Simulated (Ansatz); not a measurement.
`[Cl][Ga]1[CH2]S[CH2]1`. The species carries charge 0 and has multiplicity 1. Geometry: relaxed with PBE0-D4/def2-TZVP.

```xyz
9

Cl   -1.850   -0.005    2.596
Ga   -0.609   -0.002    0.855
C     1.335   -0.031    0.476
S     0.930    0.003   -1.305
C    -0.886    0.032   -1.106
H     1.906    0.845    0.789
H     1.874   -0.935    0.762
H    -1.366   -0.843   -1.546
H    -1.335    0.936   -1.520
```

Problem. What is the dipole moment at B3LYP/def2-TZVPP? (Estimate.)

Solution. Computed: 0.06 D, with components (-0.03, 0.00, 0.05) D in this frame, pointing from negative to positive charge.

Problem. And with PBE, r2SCAN, ωB97M-V? (Estimate.)

Solution. Computed: PBE 0.03 D, r2SCAN 0.10 D, ωB97M-V 0.15 D.

Problem. Give the Mulliken charges with B3LYP, r2SCAN, ωB97M-V in def2-TZVPP. (Best estimate.)

Solution. Computed: 
| atom | B3LYP | r2SCAN | ωB97M-V |
| --- | --- | --- | --- |
| Cl1 | -0.27 | -0.28 | -0.25 |
| Ga2 | 0.49 | 0.50 | 0.54 |
| C3 | -0.30 | -0.25 | -0.40 |
| S4 | -0.10 | -0.12 | -0.05 |
| C5 | -0.30 | -0.25 | -0.40 |
| H6 | 0.12 | 0.10 | 0.14 |
| H7 | 0.12 | 0.10 | 0.14 |
| H8 | 0.12 | 0.10 | 0.14 |
| H9 | 0.12 | 0.10 | 0.14 |

B3LYP here is the variant with VWN-RPA as its local correlation; programs differ in this.
